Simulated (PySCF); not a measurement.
Compound: C9H9N.
SMILES with atom numbers: `[CH2:1]=[C:2]=[CH:3][CH2:4][c:5]1[cH:6][cH:7][cH:8][cH:9][n:10]1` (hydrogens: H11, H12 on C1; H13 on C3; H14, H15 on C4; H16 on C6; H17 on C7; H18 on C8; H19 on C9)

The same species was optimised twice, with GFN2-xTB and with PBE0-D3(BJ)/def2-SVP (PySCF), and the same property calculations (PySCF, gas phase) were run on both structures.

```tsv
coordinate	GFN2-xTB	PBE0-D3(BJ)/def2-SVP	change
C2=C3 (Å)	1.296	1.310	+0.014
C1=C2 (Å)	1.295	1.308	+0.013
C9–N10 (Å)	1.322	1.331	+0.009
C5–C6 (Å)	1.393	1.401	+0.008
C8–C9 (Å)	1.385	1.393	+0.008
C5–N10 (Å)	1.325	1.333	+0.008
C6–C7 (Å)	1.383	1.390	+0.007
C7–C8 (Å)	1.387	1.394	+0.007
C4–C5 (Å)	1.504	1.509	+0.005
C3–C4 (Å)	1.509	1.507	-0.002
C3–C4–C5 (°)	109.0	111.5	+2.5
C1–C2–C3 (°)	178.8	179.4	+0.6
C2–C3–C4 (°)	124.0	124.6	+0.6
C4–C5–N10 (°)	116.9	117.1	+0.2
C4–C5–C6 (°)	120.8	120.6	-0.2
C5–N10–C9 (°)	118.7	118.5	-0.2
C5–C6–C7 (°)	118.8	118.9	+0.1
C8–C9–N10 (°)	123.5	123.6	+0.1
C2–C3–C4–C5 (°)	-110	-117	-7
C3–C4–C5–C6 (°)	76	76	0
```

Rotational constants: A = 3422, B = 743.5, C = 649.7 MHz (GFN2-xTB) against A = 3587, B = 699.4, C = 618.0 MHz (PBE0-D3(BJ)/def2-SVP). Point groups within 0.08 Å: C1 and C1.

On the GFN2-xTB structure: HOMO (eV) -7.10 [PBE0/pcSseg-1]; LUMO (eV) -0.74 [PBE0/pcSseg-1]; dipole (D) 1.96 [PBE0/pcSseg-1]; GIAO shielding of C1 (ppm) 109.1 [PBE0/pcSseg-1]; GIAO shielding of C2 (ppm) -33.6 [PBE0/pcSseg-1]; GIAO shielding of C3 (ppm) 89.4 [PBE0/pcSseg-1]; GIAO shielding of C4 (ppm) 141.8 [PBE0/pcSseg-1]; GIAO shielding of C5 (ppm) 19.3 [PBE0/pcSseg-1]; GIAO shielding of C6 (ppm) 57.7 [PBE0/pcSseg-1]; GIAO shielding of C7 (ppm) 44.6 [PBE0/pcSseg-1]; GIAO shielding of C8 (ppm) 60.9 [PBE0/pcSseg-1].

Question: What do these properties become on the PBE0-D3(BJ)/def2-SVP structure?

Answer: 
| property | level | on GFN2-xTB | on PBE0-D3(BJ)/def2-SVP | change |
| --- | --- | --- | --- | --- |
| HOMO (eV) | PBE0/pcSseg-1 | -7.10 | -7.15 | -0.05 |
| LUMO (eV) | PBE0/pcSseg-1 | -0.74 | -0.82 | -0.08 |
| dipole (D) | PBE0/pcSseg-1 | 1.96 | 2.00 | +0.04 |
| energy, GFN2-xTB geometry as zero (kcal/mol) | PBE0/pcSseg-1 | 0.0 | -0.7 | -0.7 |
| GIAO shielding of C1 (ppm) | PBE0/pcSseg-1 | 109.1 | 105.5 | -3.6 |
| GIAO shielding of C2 (ppm) | PBE0/pcSseg-1 | -33.6 | -38.6 | -5.0 |
| GIAO shielding of C3 (ppm) | PBE0/pcSseg-1 | 89.4 | 87.3 | -2.1 |
| GIAO shielding of C4 (ppm) | PBE0/pcSseg-1 | 141.8 | 141.0 | -0.8 |
| GIAO shielding of C5 (ppm) | PBE0/pcSseg-1 | 19.3 | 17.8 | -1.5 |
| GIAO shielding of C6 (ppm) | PBE0/pcSseg-1 | 57.7 | 54.9 | -2.8 |
| GIAO shielding of C7 (ppm) | PBE0/pcSseg-1 | 44.6 | 42.8 | -1.8 |
| GIAO shielding of C8 (ppm) | PBE0/pcSseg-1 | 60.9 | 58.2 | -2.7 |

The heavy atoms differ by 0.097 Å rms after alignment. Among bonds between heavy atoms C1=C2 and C2=C3 change most and about equally (+0.013 to +0.014 Å). Changes are differences of the printed values. Neither structure is proved a minimum here.

Conformer computed: `[CH2:1]=[C:2]=[CH:3][CH2:4][c:5]1[cH:6][cH:7][cH:8][cH:9][n:10]1`: C2–C3–C4–C5 -117°, C3–C4–C5–C6 76°.
